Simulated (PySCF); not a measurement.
Two-component Hartree-Fock for Pr⁴⁵⁺ (praseodymium, charge +45)

Start: [Ne] 3s2 3p2; 3p1/2 filled at m_j = -1/2, +1/2. Calculated with PySCF 2.14 in an even-tempered Gaussian basis (18 s from 11 bohr⁻², ratio 2.4; 14 p from 14 bohr⁻², ratio 2.4; 4 d from 48 bohr⁻², ratio 2.6; 4 f from 72 bohr⁻², ratio 2.6): generalised Hartree-Fock with the X2C-1e Hamiltonian and a Gaussian nucleus; one run each with spin-orbit coupling (SO) switched off, then screened by Boettger's factors.

```tsv
spinor shell	electrons	ε, spin-free (eV)	ε, screened SO (eV)	weight of nominal j (screened SO)	rms radius, screened SO (bohr)
1s1/2	2	-45190.1	-45177.3	1.000	0.0275
2s1/2	2	-9737.0	-9730.9	1.000	0.110
2p1/2	2	-9025.6	-9376.1	1.000	0.0939
2p3/2	4	-9025.6	-8864.9	1.000	0.0996
3s1/2	2	-3853.0	-3850.4	1.000	0.264
3p1/2	2	-3656.0	-3731.9	1.000	0.251
```

```csv
quantity,spin-free,screened SO
E (hartree),-7307.76233,-7317.30303
M_J,0,0
⟨J²⟩,2.001,0.000
⟨L²⟩,2.000,1.341
⟨S²⟩,2.000,1.341
```

Breit and QED terms are absent; they matter most for the inner s and p1/2 levels.

Densities and radii are taken from the X2C orbitals without a picture-change correction, which distorts them close to the nucleus.

Without spin-orbit coupling the j labels of p, d and f shells carry no meaning; the spin-free column gives the mean over the occupied spinors of each nl shell.
